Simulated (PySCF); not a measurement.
C8H9F3O.
Bonds: C1–C2 (double), C2–C3 (double), C3–C4, C4–C5, C5–C6, C3–C7, C7–O8 (double), C7–C9, C9–F10, C9–F11, C9–F12. Hydrogens: H13, H14 on C1; H15, H16 on C4; H17, H18 on C5; H19, H20, H21 on C6.

Jobs on this species (21 atoms, 92 electrons) with PySCF (density fitting). Hardware of each: Arm Neoverse V1, one thread, on a shared host. Times come from a shared host and carry two figures at best. Peak memory is the resident size of the whole Python process, interpreter and libraries included.

```json
{"level and settings": "PBE0/pcSseg-1, IEF-PCM tetrahydrofuran", "work": "shieldings", "basis functions": "249", "SCF cycles": "?", "wall time": "?", "peak memory": "?"}
{"level and settings": "PBE0-D3(BJ)/def2-SVP, grid level 1", "work": "geometry optimisation from a GFN2-xTB start shaken at random", "basis functions": "213", "SCF cycles": "54", "wall time": "3.3 min", "peak memory": "0.94 GiB"}
{"level and settings": "PBE0/pcSseg-1, IEF-PCM chloroform", "work": "shieldings, charges and field gradients", "basis functions": "249", "SCF cycles": "15", "wall time": "59 s", "peak memory": "1.3 GiB"}
```

Question: Fill in the missing figures.

Answer: 
- PBE0/pcSseg-1, IEF-PCM tetrahydrofuran; shieldings: 56 s, 1.3 GiB, 15 SCF cycles

Question: What do all jobs in the table cost together?

Answer: About 5.2 min; the longest takes about 63 % of that, and about 3.5 times as long as the shortest.
